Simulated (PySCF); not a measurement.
C2H6AlFO. Atoms are numbered in the order given.

```xyz
11

Al    -0.4472    -1.0744     0.0000
H     -2.0123    -1.0262     0.0000
F      0.2894    -2.5651     0.0000
O      0.5706     0.2600     0.0000
C      0.7285     1.6488     0.0000
C     -0.5935     2.4044     0.0000
H      1.3248     1.9403    -0.8851
H      1.3248     1.9403     0.8851
H     -1.1906     2.1528    -0.8920
H     -0.4223     3.4929     0.0000
H     -1.1906     2.1528     0.8920
```

Coordinates come from a B3LYP-D3(BJ)/def2-SVP optimisation. The structure was generated by enumeration; whether it is a known compound was not checked. The values are those of a single conformer.

Calculation: HF/pcSseg-1 (PySCF).

GIAO shieldings, no solvent; atoms alike by connectivity are averaged. δ = σ(ref) − σ: ¹H against TMS (σ = 31.99 ppm); ¹⁹F against CFCl3 (σ = 238.5 ppm); ¹⁷O against H2O (σ = 333.0 ppm); ¹³C against TMS (σ = 192.6 ppm), references at their B3LYP-D3(BJ)/def2-TZVP geometries, non-relativistic.

Q: Estimate the chemical shifts. (An estimate is asked for; the answer gives what the named calculation found.)

A: 
| nucleus | atoms | count | δ (ppm) |
|---|---|---|---|
| ¹H | H2 | 1 | 4.18 |
| ¹H | H7, H8 | 2 | 4.03 |
| ¹H | H9, H10, H11 | 3 | 1.61 |
| ¹⁹F | F3 | 1 | -140.3 |
| ¹⁷O | O4 | 1 | 37.1 |
| ¹³C | C5 | 1 | 58.8 |
| ¹³C | C6 | 1 | 24.8 |
